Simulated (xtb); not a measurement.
C$_{5}$H$_{9}$O$_{2}$ (SMILES [CH2]CCOC(C)=O), doublet, geometry from GFN2-xTB, atoms displaced at random by about 0.1 Å a coordinate. Base run: GFN1-xTB run with xtb.

xtb was given this input:
```
$ xtb mol.xyz --gfn 1 --uhf 1 --opt --json

# file mol.xyz
16

C     -3.05003265     0.94729088     0.21348603
C     -1.89616129     0.73160110     0.65304473
C     -0.81277445     0.21359460    -0.20384378
O      0.31145132     0.17427075     0.14305422
C      1.39316793    -0.38122623    -0.18794847
C      2.63873328    -0.38562115     0.41432066
O      1.29202320    -1.11115734    -1.24398800
H     -4.08000640     1.24430426     0.72252052
H     -3.36589052     0.43341746    -0.79630516
H     -1.82395594     0.46831993     1.67031059
H     -1.38762642     1.72817451     0.77818162
H     -0.79743261     0.67486845    -1.45294499
H     -1.08924002    -0.91719156    -0.50123569
H      3.24840220    -1.50166606     0.73841869
H      2.73254803     0.16437009     1.25484335
H      3.42136053    -0.04121448    -0.27396443
```

Variants of this job, named by their change:

```tsv
change	ΔE vs base (mEh)	optimiser steps
base	0.000	13
opt level = extreme	-3.000	143
engine = lbfgs	-0.003	-
opt level = sloppy	0.043	9
opt level = vtight	-3.000	142
alpb = acetone	-11.646	14
opt level = crude	0.081	8
opt level = lax	0.023	10
alpb = hexane	-8.960	13
opt level = tight	-0.002	15
```
